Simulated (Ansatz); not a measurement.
`C[SiH2]O[SiH2]Cl` + `F[SiH]1C=C1` → `C[SiH2]O[SiH2]F` + `Cl[SiH]1C=C1`  (redistribution)

Calculated with Ansatz (gas phase, PBE0-D4/def2-TZVP geometries, no zero-point term in ΔE). CBS: MP2 limit from def2 TZ/QZ plus the TZ coupled-cluster correction, frozen cores. DFT in def2-TZVPP. B3LYP here is the variant with VWN-RPA as its local correlation; programs differ in this. One conformer a species, not always the lowest.

Q: Is it downhill or uphill in electronic energy at CCSD(T)/CBS, and by how much? (An estimate is asked.)

A: Computed: Downhill: ΔE = -6.5 kJ/mol.

Q: What do these levels give: LDA (SPW92), B3LYP-D4, BHLYP-D4, CAM-B3LYP-D4, PBE, r2SCANh, BHLYP, CCSD(T)/def2-SVP, CCSD/def2-TZVPP, SCS-MP2/def2-QZVPP, HF/CBS(def2), CCSD/CBS(def2)? (Best estimate.)

A: Computed: LDA (SPW92) -5.2, B3LYP-D4 -5.1, BHLYP-D4 -4.8, CAM-B3LYP-D4 -4.8, PBE -6.7, r2SCANh -6.3, BHLYP -6.6, CCSD(T)/def2-SVP -7.5, CCSD/def2-TZVPP -6.6, SCS-MP2/def2-QZVPP -7.5, HF/CBS(def2) -7.3, CCSD/CBS(def2) -6.2 kJ/mol.

Q: What do rigid-rotor, harmonic-oscillator terms from PBE0-D4/def2-TZVP frequencies (298.15 K, 1 bar) make of the CCSD(T)/CBS value? (Best estimate.)

A: The calculation gave: ΔZPE = -0.1 kJ/mol, ΔH = -6.4 kJ/mol, ΔS = 4 J/(mol·K), ΔG = -7.6 kJ/mol. Modes under 50 cm⁻¹ make the entropy rough.

Largest T1 diagnostic among the species: 0.012.

Leaving LDA and LC-ωPBE aside and taking each functional with its dispersion term where it has one, the values, not all of them listed here, spread over 2.8 kJ/mol, from B2PLYP to ωB97X-V.
